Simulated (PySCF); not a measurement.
SnOCl, SMILES [O]=[Sn][Cl], multiplicity 2.

The structure is a stationary point at B3LYP-D3(BJ)/def2-TZVP. The def2 effective core potentials stand for the cores of Sn; spin–orbit coupling is left out.

These are TDA-PBE0/def2-SVPD run with PySCF values and carry that method's errors.

Vertical excitations. Gas-phase values at a fixed geometry.

Computed UV-visible absorptions:
```
state    energy (eV)  λ (nm)      f                                                    main pairs
-------  -----------  ------  -----  ------------------------------------------------------------
root 1          0.74    1679  0.000                        β HOMO−1→LUMO 79 %, β HOMO−3→LUMO 17 %
root 2          1.06    1170  0.002                          β HOMO→LUMO 77 %, β HOMO−4→LUMO 18 %
root 3          3.15     394  0.000                          α HOMO→LUMO 43 %, β HOMO→LUMO+1 53 %
root 4          3.56     348  0.001      β HOMO−4→LUMO 45 %, β HOMO−2→LUMO 38 %, β HOMO→LUMO 14 %
root 5          3.62     342  0.027                        β HOMO−2→LUMO 58 %, β HOMO−4→LUMO 26 %
root 6          3.66     339  0.000                        β HOMO−3→LUMO 81 %, β HOMO−1→LUMO 18 %
root 7          4.25     292  0.052                          α HOMO→LUMO 51 %, β HOMO→LUMO+1 43 %
root 8          4.32     287  0.005  α HOMO−2→LUMO 17 %, α HOMO−3→LUMO 12 %, β HOMO−1→LUMO+1 65 %
root 9          4.83     257  0.000                      α HOMO−1→LUMO 78 %, β HOMO−2→LUMO+1 19 %
root 10         4.91     253  0.002  α HOMO−2→LUMO 38 %, α HOMO−3→LUMO 16 %, β HOMO−3→LUMO+1 43 %
```
Unrestricted roots are not spin-pure.
